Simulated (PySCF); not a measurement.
Cl₂CrO₂, charge +1, doublet, geometry from GFN2-xTB (such geometries of metal compounds can be far from the true shape) (the multiplicity is a formal guess), with bond 2-1 at 2.4 times its length; CASSCF(7,5)/STO-3G in PySCF.

Input for PySCF:
```python
from pyscf import gto, scf, mcscf
import numpy

mol = gto.M(
    atom='''
Cr    0.34807828   -0.06422253    0.11739749
O     2.96179559   -1.35462021   -2.21318642
O     0.75883162    0.19672065    1.59431727
Cl   -0.34268339    1.69884934   -0.64916630
Cl   -1.18211360   -1.41751514    0.13489308
''',
    basis='sto-3g',
    charge=1,
    spin=1,
    verbose=4,
)

mf = scf.ROHF(mol)
mf.kernel()
mc = mcscf.CASSCF(mf, 5, 7)
mc.fix_spin_(ss=0.75)
mc.kernel()
occ = numpy.linalg.eigvalsh(mc.fcisolver.make_rdm1(mc.ci, mc.ncas, mc.nelecas))[::-1]
ss = mc.fcisolver.spin_square(mc.ci, mc.ncas, mc.nelecas)[0]
print('natural occupations', occ.round(4), ' <S^2>', round(ss, 4))
```

It wrote (shortened):

```
PySCF version 2.14.0

[INPUT] verbose = 4
[INPUT] num. atoms = 5
[INPUT] num. electrons = 73
[INPUT] charge = 1
[INPUT] spin (= nelec alpha-beta = 2S) = 1
[INPUT] symmetry False subgroup None
[INPUT] Mole.unit = angstrom
[INPUT] Symbol           X                Y                Z      unit          X                Y                Z       unit  Magmom
[...]
nuclear repulsion = 436.82379542071
number of shells = 24
number of NR pGTOs = 138
number of NR cGTOs = 46
basis = sto-3g
ecp = {}

******** <class 'pyscf.scf.rohf.ROHF'> ********
method = ROHF
initial guess = minao
damping factor = 0
level_shift factor = 0
DIIS = <class 'pyscf.scf.diis.CDIIS'>
diis_start_cycle = 1
diis_space = 8
diis_damp = 0
SCF conv_tol = 1e-09
SCF conv_tol_grad = None
SCF max_cycles = 50
direct_scf = True
direct_scf_tol = 1e-13
num. doubly occ = 36  num. singly occ = 1
Set gradient conv threshold to 3.16228e-05
init E= -2086.92790723563
[...]
cycle= 1 E= -2086.57005247843  delta_E= 0.358  |g|=  2.1  |ddm|=  2.5
[...]
cycle= 2 E= -2069.45022564384  delta_E= 17.1  |g|= 4.91  |ddm|= 4.81
[...]
cycle= 3 E= -2087.40861493856  delta_E=  -18  |g|= 1.66  |ddm|= 4.56

WARN: HOMO -0.145069926398536 >= LUMO -0.159165741593663

cycle= 4 E= -2088.58676538046  delta_E= -1.18  |g|= 0.922  |ddm|= 1.48

WARN: HOMO -0.302966109730358 >= LUMO -0.317657060328785

cycle= 5 E= -2088.57287635134  delta_E= 0.0139  |g|= 0.914  |ddm|= 0.465
[...]
cycle= 6 E= -2088.59952275902  delta_E= -0.0266  |g|= 0.879  |ddm|= 0.188
[...]
cycle= 7 E= -2088.59644689857  delta_E= 0.00308  |g|= 0.831  |ddm|= 0.321
[...]
cycle= 8 E= -2088.71015976233  delta_E= -0.114  |g|= 0.568  |ddm|= 0.796
[...]
cycle= 9 E= -2088.74847170598  delta_E= -0.0383  |g|= 0.479  |ddm|= 0.423
[...]
cycle= 10 E= -2088.73287867132  delta_E= 0.0156  |g|= 0.447  |ddm|= 0.581
[...]
cycle= 11 E= -2088.77988800826  delta_E= -0.047  |g|= 0.348  |ddm|= 0.334
[...]
cycle= 12 E= -2088.81025198719  delta_E= -0.0304  |g|= 0.103  |ddm|= 0.25
[...]
cycle= 13 E= -2088.81875969849  delta_E= -0.00851  |g|= 0.0316  |ddm|= 0.317
[...]
cycle= 14 E= -2088.82005478776  delta_E= -0.0013  |g|= 0.0251  |ddm|= 0.115
[...]
cycle= 15 E= -2088.82054135719  delta_E= -0.000487  |g|= 0.025  |ddm|= 0.112
[...]
cycle= 16 E= -2088.82219539174  delta_E= -0.00165  |g|= 0.0167  |ddm|= 0.117
[...]
cycle= 17 E= -2088.82304665342  delta_E= -0.000851  |g|= 0.0118  |ddm|= 0.0914
[...]
cycle= 18 E= -2088.82339206214  delta_E= -0.000345  |g|= 0.00644  |ddm|= 0.0657
[...]
cycle= 19 E= -2088.82350198639  delta_E= -0.00011  |g|= 0.00373  |ddm|= 0.0351
[...]
cycle= 20 E= -2088.82353049228  delta_E= -2.85e-05  |g|= 0.00253  |ddm|= 0.0159
[...]
cycle= 21 E= -2088.82355032108  delta_E= -1.98e-05  |g|= 0.00188  |ddm|= 0.0134
[...]
cycle= 22 E= -2088.82355804049  delta_E= -7.72e-06  |g|= 0.00145  |ddm|= 0.00609
[...]
cycle= 23 E= -2088.82356714537  delta_E= -9.1e-06  |g|= 0.00106  |ddm|= 0.00995
[...]
cycle= 24 E= -2088.82357125034  delta_E= -4.1e-06  |g|= 0.000929  |ddm|= 0.00729
[...]
cycle= 25 E= -2088.82357374686  delta_E= -2.5e-06  |g|= 0.000749  |ddm|= 0.00498
[...]
cycle= 26 E= -2088.82357536813  delta_E= -1.62e-06  |g|= 0.000606  |ddm|= 0.00361
[...]
cycle= 27 E= -2088.82357586903  delta_E= -5.01e-07  |g|= 0.000659  |ddm|= 0.00306
[...]
cycle= 28 E= -2088.82357716902  delta_E= -1.3e-06  |g|= 0.000447  |ddm|= 0.00315
[...]
cycle= 29 E= -2088.82357763196  delta_E= -4.63e-07  |g|= 0.000356  |ddm|= 0.00244
[...]
cycle= 30 E= -2088.82357821342  delta_E= -5.81e-07  |g|= 0.000229  |ddm|= 0.00304
[...]
cycle= 31 E= -2088.82357838449  delta_E= -1.71e-07  |g|= 0.000181  |ddm|= 0.00123
[...]
cycle= 32 E= -2088.82357847215  delta_E= -8.77e-08  |g|= 0.000161  |ddm|= 0.000727
[...]
cycle= 33 E= -2088.82357854989  delta_E= -7.77e-08  |g|= 0.000153  |ddm|= 0.000604
[...]
cycle= 34 E= -2088.82357861507  delta_E= -6.52e-08  |g|= 0.000155  |ddm|= 0.000636
[...]
cycle= 35 E= -2088.82357867058  delta_E= -5.55e-08  |g|= 0.000144  |ddm|= 0.00048
[...]
[...]
SCF not converged.
CASCI E = -2088.82360368162  S^2 = 0.7500000
[...]
macro iter  32 ( 12 JK    3 micro), CASSCF E = -2088.93294007521  dE =  6.13053382e-03  S^2 = 0.7500000
               |grad[o]|=0.133  |grad[c]|=0.00787  |ddm|=0.00207  |maxRot[o]|=0.044
macro iter  33 ( 25 JK    4 micro), CASSCF E = -2088.93600205929  dE = -3.06198408e-03  S^2 = 0.7500000
               |grad[o]|= 1.66  |grad[c]|=0.0254  |ddm|=0.000426  |maxRot[o]|=0.0302
macro iter  34 ( 21 JK    4 micro), CASSCF E = -2088.93779544311  dE = -1.79338382e-03  S^2 = 0.7500000
               |grad[o]|= 1.15  |grad[c]|=0.00618  |ddm|=0.000504  |maxRot[o]|=0.0756
macro iter  35 ( 21 JK    4 micro), CASSCF E = -2088.93746394507  dE =  3.31498043e-04  S^2 = 0.7500000
               |grad[o]|=0.643  |grad[c]|=0.119  |ddm|=0.000959  |maxRot[o]|= 0.18
macro iter  36 ( 23 JK    4 micro), CASSCF E = -2088.93840889325  dE = -9.44948175e-04  S^2 = 0.7500000
               |grad[o]|=0.663  |grad[c]|=0.00986  |ddm|=0.000656  |maxRot[o]|=0.0509
macro iter  37 ( 21 JK    4 micro), CASSCF E = -2088.93887972534  dE = -4.70832094e-04  S^2 = 0.7500000
               |grad[o]|=0.374  |grad[c]|=0.0404  |ddm|=0.00158  |maxRot[o]|=0.0661
macro iter  38 ( 21 JK    4 micro), CASSCF E = -2088.93904656470  dE = -1.66839360e-04  S^2 = 0.7500000
               |grad[o]|=0.261  |grad[c]|=0.0072  |ddm|=0.000867  |maxRot[o]|=0.0323
macro iter  39 ( 21 JK    4 micro), CASSCF E = -2088.93940628455  dE = -3.59719851e-04  S^2 = 0.7500000
               |grad[o]|=0.192  |grad[c]|=0.011  |ddm|=0.00102  |maxRot[o]|=0.0465
macro iter  40 ( 21 JK    4 micro), CASSCF E = -2088.93995839590  dE = -5.52111350e-04  S^2 = 0.7500000
               |grad[o]|=0.0902  |grad[c]|=0.0586  |ddm|=0.00145  |maxRot[o]|=0.124
macro iter  41 ( 21 JK    4 micro), CASSCF E = -2088.94006558865  dE = -1.07192746e-04  S^2 = 0.7500000
               |grad[o]|=  0.1  |grad[c]|=0.00865  |ddm|=0.00108  |maxRot[o]|=0.0885
macro iter  42 ( 21 JK    4 micro), CASSCF E = -2088.92038551301  dE =  1.96800756e-02  S^2 = 0.7500000
               |grad[o]|=0.275  |grad[c]|=0.0912  |ddm|=0.0017  |maxRot[o]|=0.125
macro iter  43 ( 23 JK    4 micro), CASSCF E = -2088.93895015226  dE = -1.85646393e-02  S^2 = 0.7500000
               |grad[o]|= 2.92  |grad[c]|=0.0339  |ddm|=0.00235  |maxRot[o]|=0.0339
macro iter  44 ( 21 JK    4 micro), CASSCF E = -2088.93952844126  dE = -5.78289003e-04  S^2 = 0.7500000
               |grad[o]|=0.495  |grad[c]|=0.0852  |ddm|=0.000765  |maxRot[o]|=0.0951
macro iter  45 ( 21 JK    4 micro), CASSCF E = -2088.93985892169  dE = -3.30480425e-04  S^2 = 0.7500000
               |grad[o]|=0.296  |grad[c]|=0.00872  |ddm|=0.000292  |maxRot[o]|=0.0444
macro iter  46 ( 21 JK    4 micro), CASSCF E = -2088.94021302378  dE = -3.54102098e-04  S^2 = 0.7500000
               |grad[o]|=0.128  |grad[c]|=0.00758  |ddm|=0.00046  |maxRot[o]|=0.0627
macro iter  47 ( 21 JK    4 micro), CASSCF E = -2088.94060446719  dE = -3.91443402e-04  S^2 = 0.7500000
               |grad[o]|=0.0771  |grad[c]|=0.222  |ddm|=0.0026  |maxRot[o]|=0.105
macro iter  48 ( 12 JK    3 micro), CASSCF E = -2088.94040139569  dE =  2.03071496e-04  S^2 = 0.7500000
               |grad[o]|=0.265  |grad[c]|=0.00329  |ddm|=0.00055  |maxRot[o]|=0.0266
macro iter  49 ( 22 JK    4 micro), CASSCF E = -2088.94063784754  dE = -2.36451845e-04  S^2 = 0.7500000
               |grad[o]|=0.343  |grad[c]|=0.00583  |ddm|=0.00105  |maxRot[o]|=0.017
macro iter  50 ( 21 JK    4 micro), CASSCF E = -2088.94066607200  dE = -2.82244619e-05  S^2 = 0.7500000
               |grad[o]|=0.227  |grad[c]|=0.0454  |ddm|=0.000544  |maxRot[o]|=0.0504
1-step CASSCF not converged,  50 macro (942 JK 185 micro) steps
CASSCF canonicalization
Density matrix diagonal elements [1.99260779 1.58326151 1.99999777 1.0042853  0.41984763]
CASSCF energy = -2088.94066607200
CASCI E = -2088.94066607200  E(CI) = -455.478922697531  S^2 = 0.7500000
natural occupations [2.     1.9969 1.6355 1.0025 0.3651]  <S^2> 0.75
```

Convergence was not reached.
